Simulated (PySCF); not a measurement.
**Gd²⁺: ionisation energy**

Gd²⁺ [Xe] 4f7 5d1 (9D) → Gd³⁺ [Xe] 4f7 (8S), as a difference of total energies. Computed with PySCF 2.14 in cc-pVDZ-X2C (8s7p5d3f1g, 84 functions), with scalar relativity by spin-free X2C-1e. Correlated levels: valence: [Kr] 4d10 frozen. The calculations carry no spin-orbit coupling.

```
           method  ionisation energy (eV)  plus first-order spin-orbit estimate  difference from reference of that sum (eV)
              UHF                  19.578                                19.762                                      -0.778
    MP2 (valence)                  20.070                                20.254                                      -0.286
SCS-MP2 (valence)                  19.894                                20.078                                      -0.462
   CCSD (valence)                  20.007                                20.191                                      -0.349
CCSD(T) (valence)                  20.014                                20.198                                      -0.342
```

Reference: 20.54 ± 0.03 eV (semi-empirical (NIST evaluation); NIST Atomic Spectra Database, ionization energies).

A first-order spin-orbit estimate (lowest level to lowest level, LS coupling) adds 0.184 eV.

Errors of the correlated levels include the incompleteness of this basis and the frozen core.
